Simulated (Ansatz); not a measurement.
Total energies of ZnCu₃ (the lowest doublet isomer of a short search) from Ansatz at PBE-D4/def2-TZVP, gas phase (1 Eh = 27.2114 eV = 2625.5 kJ/mol). The reference geometry is relaxed at B3LYP-D4/def2-SVP.

```
atom   x (Å)   y (Å)   z (Å)
 Cu1   0.636   0.572   0.882
 Cu2  -0.638  -0.524  -0.911
 Cu3  -0.032   1.738  -1.040
 Zn4   0.033  -1.787   1.069
```

```
                 state                      geometry  energy (Eh)
      charge 0 doublet                     reference  -6700.03782
      charge 1 singlet                     reference  -6699.80503
      charge 1 singlet  relaxed at B3LYP-D4/def2-SVP  -6699.81016
      charge 0 quartet  relaxed at B3LYP-D4/def2-SVP  -6700.00423
free Cu atom (doublet)                             –  -1640.24447
free Zn atom (singlet)                             –  -1779.12986
```

Other spin states of the ions weren't run at this level and may lie lower.

(1) Work out the vertical ionisation energy to the singlet.

(2) How much does the charge 1 singlet relax, and what is the adiabatic ionisation energy?

(3) Which of the charge 0 states is lowest, and how far above it are the others?

(4) What is the binding energy per atom against free atoms?

(1) E(charge 1 singlet) − E(charge 0 doublet) = -6699.80503 − (-6700.03782) = 0.23279 Eh = 6.33 eV. For comparison, −ε of the highest occupied level of the spin that leaves is 4.04 eV at this level, 2.29 eV less.

(2) Relaxation: -6699.80503 − (-6699.81016) = 0.00513 Eh = 0.14 eV. Adiabatic ionisation energy: 0.22766 Eh = 6.19 eV, without zero-point energy. 

(3) The doublet. quartet: -6700.00423 − (-6700.03782) = 0.03359 Eh = 88.2 kJ/mol. The quartet differs in its bonds from the reference.

(4) Atoms: 3 × (-1640.24447) + 1 × (-1779.12986) = -6699.86327 Eh. Binding: -6699.86327 − (-6700.03782) = 0.17455 Eh = 4.75 eV, or 1.19 eV for each of 4 atoms (no zero-point energy, no counterpoise term).

The structure comes from a short search, and lower isomers may exist.
